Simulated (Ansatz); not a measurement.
C2H6OSi (`CC[Si]O`). Total charge 0; spin multiplicity 1. The structure was optimised at the PBE0-D4/def2-TZVP level. It is one conformer, not always the lowest.

```xyz
10

C     0.821    0.532   -0.201
C     0.082   -0.768   -0.485
Si   -1.609   -1.094    0.350
O    -1.820    0.270    1.262
H     1.052    0.641    0.863
H     1.772    0.595   -0.735
H     0.233    1.404   -0.504
H    -0.097   -0.891   -1.563
H     0.704   -1.638   -0.225
H    -1.137    0.949    1.238
```

(1) What is the dipole moment at r2SCAN/def2-TZVPP? (An estimate is asked.)

(2) And with PBE, B3LYP, ωB97M-V? (An estimate is asked.)

(3) Give the Mulliken charges with r2SCAN, B3LYP, PBE in def2-TZVPP. (An estimate is asked.)

## Answers

(1) Computed: 2.59 D, with components (2.23, 1.12, -0.70) D in this frame, pointing from negative to positive charge.

(2) Ansatz gave: PBE 2.49 D, B3LYP 2.42 D, ωB97M-V 2.37 D.

(3) The calculation gave: 
| atom | r2SCAN | B3LYP | PBE |
| --- | --- | --- | --- |
| C1 | -0.16 | -0.28 | -0.28 |
| C2 | -0.19 | -0.23 | -0.22 |
| Si3 | 0.30 | 0.28 | 0.23 |
| O4 | -0.38 | -0.35 | -0.31 |
| H5 | 0.04 | 0.08 | 0.08 |
| H6 | 0.05 | 0.09 | 0.09 |
| H7 | 0.04 | 0.08 | 0.08 |
| H8 | 0.05 | 0.07 | 0.08 |
| H9 | 0.05 | 0.07 | 0.08 |
| H10 | 0.20 | 0.18 | 0.18 |

B3LYP here is the variant with VWN-RPA as its local correlation; programs differ in this.
